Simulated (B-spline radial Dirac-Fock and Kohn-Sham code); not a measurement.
## Dipole and non-dipole photoemission parameters of Hf⁺ 6s

System: the Hf⁺ ion, configuration 1s2 2s2 2p6 3s2 3p6 3d10 4s2 4p6 4d10 4f14 5s2 5p6 5d1 6s2; threshold 14.02 eV (orbital energy of the model). Level of theory: Dirac-Hartree-Slater photoionisation with a Latter tail; cross sections with all multipoles, angular parameters from the dipole term and its interference with E2; an atomic code on a B-spline grid.

The run's input, task.json:

```json
{"items": [{
  "Z": 72,
  "q": 1,
  "cfg": [[1, 0, 2], [2, 0, 2], [2, 1, 6], [3, 0, 2], [3, 1, 6], [3, 2, 10], [4, 0, 2], [4, 1, 6], [4, 2, 10], [4, 3, 14], [5, 0, 2], [5, 1, 6], [5, 2, 1], [6, 0, 2]],
  "A": 180,
  "rrms": 5.347,
  "do": "xps",
  "hv": [80, 91.2, 116.0, 150, 161.0, 198.0, 200, 206.0, 211.0, 300, 334.0, 371.0, 448.0, 493.0, 600, 611.0, 800, 803.0, 1300.0, 1480.0, 1500.0, 1740.0, 2480.0, 2984.4, 3070.0, 3750.0, 4970.0, 6000, 7210.0, 7990.0]
}]}
```

Launch: `python xray2_run.py task.json out`

For linearly polarised light dσ/dΩ = σ/(4π) [1 + β P₂(cos θ) + (δ + γ cos²θ) sin θ cos φ], with θ from the polarisation vector and φ the angle between the beam and the projection of the electron momentum on the plane normal to the polarisation.

| hν (eV) | σ (kb) | β | γ |
| --- | --- | --- | --- |
| 80 | 28.1 | 1.567 | 0.019 |
| 91.2 | 24.5 | 1.618 | 0.060 |
| 116 | 18.7 | 1.689 | 0.124 |
| 150 | 14.2 | 1.750 | 0.187 |
| 161 | 13.1 | 1.763 | 0.204 |
| 198 | 10.1 | 1.797 | 0.252 |
| 200 | 10.0 | 1.798 | 0.254 |
| 206 | 9.64 | 1.802 | 0.260 |
| 211 | 9.35 | 1.805 | 0.265 |
| 300 | 5.88 | 1.844 | 0.332 |
| 334 | 5.08 | 1.854 | 0.350 |
| 371 | 4.39 | 1.863 | 0.365 |
| 448 | 3.37 | 1.876 | 0.387 |
| 493 | 2.94 | 1.883 | 0.396 |
| 600 | 2.21 | 1.894 | 0.408 |
| 611 | 2.15 | 1.895 | 0.409 |
| 800 | 1.44 | 1.908 | 0.408 |
| 803 | 1.43 | 1.909 | 0.407 |
| 1300 | 0.675 | 1.926 | 0.347 |
| 1480 | 0.548 | 1.930 | 0.318 |
| 1500 | 0.536 | 1.931 | 0.315 |
| 1740 | 0.421 | 1.935 | 0.274 |
| 2480 | ? | ? | ? |
| 2984.4 | 0.169 | 1.947 | 0.082 |
| 3070 | 0.160 | 1.947 | 0.071 |
| 3750 | 0.112 | 1.950 | -0.006 |
| 4970 | 0.0671 | 1.954 | -0.098 |
| 6000 | 0.0470 | 1.956 | -0.138 |
| 7210 | 0.0330 | 1.958 | -0.151 |
| 7990 | 0.0271 | 1.959 | -0.146 |

Task: Give the values at 2480 eV.

Result: σ = 0.232 kb, β = 1.943, γ = 0.153. For an s subshell δ is negligible.

Values without a named source are computed, but for edge energies of neutral atoms, which are taken from tables.
